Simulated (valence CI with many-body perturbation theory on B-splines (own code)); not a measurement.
Values are calculated unless marked as measured or tabulated.
Ladder of approximations for Sm31+

Level of theory: valence CI with perturbative core correlation (CI+MBPT): three valence electrons over a frozen Dirac-Fock core [Ar] 3d10, radial functions for each j: 11 s, 11 p, 9 d, 7 f, 5 g, 2 h, 1 i, with the one-electron correlation potential Σ1 (screened to all orders), the two-electron term Σ2, the three-electron term Σ3, Breit, model QED; selected single and double excitations, second order for the rest (own B-spline code, finite nucleus).

The last digits are not significant, and no measured levels were compared; by estimate large intervals hold to a few tenths of a per cent, small ones and those within an open d or f shell to about a per cent.

Each rung adds one term. CI alone is the Dirac-Coulomb CI over the frozen core; QED comes last and gives the full result, which names the levels. Energies are above (4s^2 4p1/2) J=1/2 on the same rung, in cm⁻¹.

Levels are named by their leading jj configuration (3d3/2^4 stands for four electrons in 3d with j = 3/2), which in mixed levels can hold well under half, so a name can repeat and another be missing. Letters in brackets count levels of one name in rising energy.

```tsv
Level	CI alone	Σ1	Σ2	Σ3	Breit	QED	Full
(4s^2 4p3/2) J=3/2	305408	+1331	+542	+7	-3808	+450	303930
(4s 4p1/2^2) J=1/2	544706	-418	+1596	+56	+3418	-4775	544583
(4s 4p1/2 4p3/2) J=3/2 [a]	777155	+801	+4203	+112	-177	-4323	777772
(4s 4p1/2 4p3/2) J=5/2	827323	+847	+2684	+82	-583	-4275	826078
(4s 4p1/2 4p3/2) J=3/2 [b]	903287	+866	-604	+35	-567	-4188	898828
(4s 4p1/2 4p3/2) J=1/2	933265	+836	-5184	-12	-12	-4384	924507
(4s 4p3/2^2) J=5/2	1108250	+2019	+3654	+101	-4252	-3636	1106130
(4s 4p3/2^2) J=3/2	1227640	+1401	-4354	+29	-4425	-2607	1217680
(4s 4p3/2^2) J=1/2	1236530	+2162	-2019	-36	-3774	-3890	1228970
(4s^2 4d3/2) J=3/2	1304110	+1038	-6859	-34	-5064	-1747	1291440
(4s^2 4d5/2) J=5/2	1346200	+804	-5773	-10	-7124	-397	1333700
(4p1/2^2 4p3/2) J=3/2	1466540	+348	-2416	+77	+3027	-8919	1458660
(4s 4p1/2 4d3/2) J=3/2 [a]	1687160	-121	+3158	+186	-1905	-5496	1682980
(4s 4p1/2 4d3/2) J=5/2	1703010	+560	+3102	+170	-1804	-6557	1698480
(4p1/2 4p3/2^2) J=3/2	1724310	+1257	-490	+137	-1040	-7771	1716410
(4p1/2 4p3/2^2) J=5/2	1754090	+569	+1187	+153	-2465	-6180	1747360
(4p1/2 4p3/2^2) J=1/2	1808920	+1109	-2665	+44	-1611	-6824	1798970
(4s 4p1/2 4d3/2) J=3/2 [b]	1813700	-100	-2839	+84	-2740	-4989	1803120
(4s 4p1/2 4d3/2) J=1/2	1814740	+361	-3622	+54	-1367	-6644	1803520
```

The middle columns are the shifts that each term adds.

Problem. How does the ionisation energy move along the ladder, and which term matters most?

Solution. CI alone 1227.5, + Σ1 1229.1, + Σ2 1229.0, + Σ3 1229.0, + Breit 1227.7, + QED 1227.8 eV. The largest step is Σ1, 1.7 eV. NIST lists 1226 ± 4 eV (theoretical).
